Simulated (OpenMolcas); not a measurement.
# F II: effect of the active space

```yaml
Program: OpenMolcas 26.06
Method: CASSCF or its RAS form
Basis: ANO-RCC-VQZP
Scalar_Hamiltonian: DKH2, point nucleus
Spin-orbit_coupling: RASSI with atomic mean-field integrals over the reference wave functions, term energies averaged over their components
```

A. 4 electrons in 3 orbitals (2p); 2S+1 = 3 even, 3 roots; 2S+1 = 1 even, 6 roots; cost about 5 core-seconds
B. 6 electrons in 4 orbitals (2s 2p); 2S+1 = 3 even, 3 roots; 2S+1 = 1 even, 6 roots; 2S+1 = 3 odd, 3 roots; 2S+1 = 1 odd, 3 roots; cost of the order of 14 core-seconds
C. 6 electrons in 8 orbitals (2s 2p 3s 3p); 2S+1 = 3 even, 3 roots; 2S+1 = 1 even, 6 roots kept (CI in the orbitals of an earlier block); 2S+1 = 3 odd, 3 roots; 2S+1 = 1 odd, 3 roots kept (CI in the orbitals of an earlier block, 0 in the spin-orbit step); cost roughly 26 core-seconds
D. 4 electrons in 9 orbitals (RAS2 2p; RAS3 3s 3d, at most 1 electron); 2S+1 = 3 even, 3 roots; 2S+1 = 1 even, 6 roots; 2S+1 = 5 odd, 1 root; 2S+1 = 3 odd, 9 roots; 2S+1 = 1 odd, 8 roots; cost of the order of 40 core-seconds
E. 6 electrons in 9 orbitals (RAS2 2s 2p; RAS3 3d, at most 2 electrons); 2S+1 = 3 even, 3 roots; 2S+1 = 1 even, 6 roots; 2S+1 = 3 odd, 3 roots; 2S+1 = 1 odd, 3 roots; cost about 40 core-seconds

Energies in cm-1 above 2s2 2p4 3P2, the measured ground level; measured values from NIST Handbook of Basic Atomic Spectroscopic Data.

```tsv
Level	A	B	C	D	E	Measured
2s2 2p4 3P2	0.0	0.0	0.0	0.0	0.0	0.0
2s2 2p4 3P1	320	320	307	320	317	341
2s2 2p4 3P0	475	474	455	475	471	490
2s2 2p4 1D2	22801	22799	22912	22801	22229	20873
2s2 2p4 1S0	56512	42349	41353	56512	47126	44918
```

Deviations, from unrounded energies. A percentage is the sum of absolute deviations over the sum of measured energies, with the sign that they share, or ± where signs differ.

```csv
Against measurement,Levels,A,B,C,D,E
mean absolute deviation (cm-1),4,3400,1100,1400,3400,900
fine structure of the ground term (%),2,-4.4,-4.5,-8.2,-4.4,-5.2
other terms of the ground configuration (%),2,+20.6,±6.8,±8.5,+20.6,+5.4
```

E lies closest to measurement on these levels and A furthest from it. The largest miss of E in the table is 2s2 2p4 1S0, by +2200 cm-1. The ranking rests on the paired levels alone, and a cruder setting can come out closer through cancelling errors.

Among A to E the level of the table that moves most is 2s2 2p4 1S0, by 15000 cm-1 (lowest in C, highest in A).

Without dynamic correlation excited terms often stand tens of per cent too high (terms of higher spin than the ground term too low), and those without a measured partner can miss by more than the paired ones. With the s shell closed, the reference lacks s² → p² mixing (holds for A; D). Terms from blocks run as CI alone lack orbitals of their own (holds for C). Active for correlation alone: 3p 3s; no level in the range computed is led by a configuration that fills them, so any true level of that kind is missing (holds for C). Active for correlation alone: 3d; no level in the range computed is led by a configuration that fills it, so any true level of that kind is missing (holds for E). Computed and measured levels are paired by configuration, term and J; levels that our copy of the source lacks, or whose pairing is in doubt (as where it misses far off the trend of its configuration), stay unpaired and out of the deviations. Levels of configurations outside the active space are missing. Levels that lie high or do not pair safely by name in every column are left out.
